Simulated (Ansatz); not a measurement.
Stepwise reaction of `O[Si](O)(O)F` with hydrogen, as a gas-phase model of exchange steps in deposition or etching. ΔE in kJ/mol; ΔG adds harmonic PBE0-D4 terms to CCSD(T)/CBS, at 1 bar.

Isolated molecules relaxed with PBE0-D4/def2-TZVP in Ansatz; ΔE leaves out vibrations. CBS: MP2 limit from def2 TZ/QZ plus the TZ coupled-cluster correction, frozen cores. This one scheme is used for every species. Functionals use def2-TZVPP. B3LYP here is the variant with VWN-RPA as its local correlation; programs differ in this. One conformer a species, not always the lowest.

| step | reaction | PBE-D4 | B3LYP-D4 | ωB97M-V | CCSD(T)/CBS | ΔG(600 K) |
| --- | --- | --- | --- | --- | --- | --- |
| 1 | `O[Si](O)(O)F` + H₂ → `O[SiH](O)F` + H₂O | 87.9 | 95.2 | 96.6 | 93.5 | 85.8 |
| 2 | `O[SiH](O)F` + H₂ → `O[SiH2]F` + H₂O | 96.9 | 102.9 | 104.3 | 101.0 | 97.3 |
| 3 | `O[SiH2]F` + H₂ → `F[SiH3]` + H₂O | 88.7 | 93.7 | 95.0 | 92.1 | 92.0 |

Problem. By hand: ΔE of the 3 steps together at CCSD(T)/CBS.

Solution. (93.5) + (101.0) + (92.1) = 286.6 kJ/mol, or 95.5 kJ/mol a step.

In ΔE step 3 is the lowest and step 2 the highest. All are uphill at CCSD(T)/CBS. ΔG lies between 85.8 and 97.3 kJ/mol a step. PBE-D4 differs from CCSD(T)/CBS by -5.6 to -3.4 kJ/mol a step. Isolated molecules leave out the surface, adducts and barriers. Largest T1 diagnostic: 0.011.
